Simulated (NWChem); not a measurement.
System: CH7AlGe; SMILES [GeH3][AlH][CH3]

The following NWChem deck was run.

```
start job
memory heap 200 mb stack 900 mb global 1100 mb
geometry units angstroms noautosym nocenter noautoz
  Al    -0.625652     1.178279     0.132834
  Ge     0.118035    -1.181965    -0.076647
  H     -0.575252    -1.899800    -1.258140
  H      1.638790    -1.342695    -0.296620
  H     -0.234075    -2.009260     1.181680
  H     -2.180498     1.453745     0.366466
  C      0.602877     2.698463     0.024651
  H      0.553827     3.297267     0.951228
  H      0.301387     3.377755    -0.792121
  H      1.653223     2.414514    -0.140380
end
basis spherical
  * library def2-svp
end
dft
  xc xpbe96 cpbe96
  iterations 150
end
property
  efieldgrad
end
task dft property
```

The geometry was optimised at PBE0/def2-SVP.

Vzz is the largest principal value of the second derivative of the potential at the nucleus (NWChem prints the opposite sign); η is the asymmetry. Non-relativistic.

Atoms are numbered as in the input.

Problem. Give the results of this calculation. (PBE/def2-SVP.) Quantities: Vzz Al1 (a.u.); η Al1; Vzz Ge2 (a.u.); η Ge2.

Solution. 
```
Quantity        Result
--------------  ------
Vzz Al1 (a.u.)   1.164
η Al1             0.23
Vzz Ge2 (a.u.)  -0.513
η Ge2             0.05
```
